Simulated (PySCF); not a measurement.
Computed IR spectrum (relative IR intensity) of a molecule C3H7O, multiplicity 2. Geometry: PBE-D3(BJ)/def2-SVP. One conformer was computed; it need not be the lowest. Calculation: PBE-D3(BJ)/def2-SVP run with PySCF. Frequencies are harmonic and unscaled.

Lines under 2 % of the strongest are left out, and lines within 2 cm⁻¹ are merged.

```json
[
 {"ν (cm⁻¹)": "135", "relative intensity": "2.1"},
 {"ν (cm⁻¹)": "332", "relative intensity": "100"},
 {"ν (cm⁻¹)": "417", "relative intensity": "49"},
 {"ν (cm⁻¹)": "437", "relative intensity": "16"},
 {"ν (cm⁻¹)": "562", "relative intensity": "55"},
 {"ν (cm⁻¹)": "825", "relative intensity": "9.5"},
 {"ν (cm⁻¹)": "872", "relative intensity": "6.8"},
 {"ν (cm⁻¹)": "932", "relative intensity": "7.7"},
 {"ν (cm⁻¹)": "993", "relative intensity": "77"},
 {"ν (cm⁻¹)": "1111", "relative intensity": "31"},
 {"ν (cm⁻¹)": "1128", "relative intensity": "54"},
 {"ν (cm⁻¹)": "1209", "relative intensity": "8.3"},
 {"ν (cm⁻¹)": "1280", "relative intensity": "7.0"},
 {"ν (cm⁻¹)": "1331", "relative intensity": "13"},
 {"ν (cm⁻¹)": "1345", "relative intensity": "53"},
 {"ν (cm⁻¹)": "1377", "relative intensity": "12"},
 {"ν (cm⁻¹)": "1413", "relative intensity": "14"},
 {"ν (cm⁻¹)": "2889", "relative intensity": "34"},
 {"ν (cm⁻¹)": "2966", "relative intensity": "22"},
 {"ν (cm⁻¹)": "3054", "relative intensity": "30"},
 {"ν (cm⁻¹)": "3075", "relative intensity": "6.0"},
 {"ν (cm⁻¹)": "3081", "relative intensity": "20"},
 {"ν (cm⁻¹)": "3195", "relative intensity": "8.5"},
 {"ν (cm⁻¹)": "3666", "relative intensity": "16"}
]
```

Problem. Which structure fits?
A. C[CH]CO
B. [CH2]C(C)O
C. [CH2]COC
D. [CH2]OCC

Solution. B, [CH2]C(C)O
